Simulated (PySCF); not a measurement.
# The second ionisation energy along the third row

Calculated with PySCF 2.14 from differences of total energies of unrestricted determinants, without spin-orbit coupling. Values in eV. The last column holds reference values (NIST; (s) semi-empirical, (t) theoretical, else measured). Unmarked ones compare directly (S terms, centres of terms, or small fine structure); those marked * lie between the lowest fine-structure levels and include a spin-orbit shift.

```csv
element,configurations,UHF,MP2 (valence),SCS-MP2 (valence),CCSD (valence),CCSD(T) (valence),reference
"Mg (cc-pVTZ-DK, spin-free X2C)",[Ne] 3s1 → [Ne],14.745,n/a,n/a,n/a,n/a,15.035
"Al (cc-pVTZ-DK, spin-free X2C)",[Ne] 3s2 → [Ne] 3s1,17.549,18.303,18.453,18.622,18.622,18.829
"P (cc-pVTZ-DK, spin-free X2C)",[Ne] 3s2 3p2 → [Ne] 3s2 3p1,19.151,19.598,19.508,19.636,19.670,19.769 (s) *
"S (cc-pVTZ-DK, spin-free X2C)",[Ne] 3s2 3p3 → [Ne] 3s2 3p2,22.713,23.324,23.138,23.259,23.295,23.338 *
"Cl (cc-pVTZ-DK, spin-free X2C)",[Ne] 3s2 3p4 → [Ne] 3s2 3p3,22.569,23.334,23.416,23.443,23.471,23.771
"Ar (cc-pVTZ-DK, spin-free X2C)",[Ne] 3s2 3p5 → [Ne] 3s2 3p4,26.361,27.326,27.321,27.296,27.327,27.630 *
```

"Valence" correlates the outer s and p shells and, in groups 3 to 12 and the f block, the outer d or f shell, open or full, or the next shell where the ion has no valence electron left; the wider scheme adds the next inner shell.
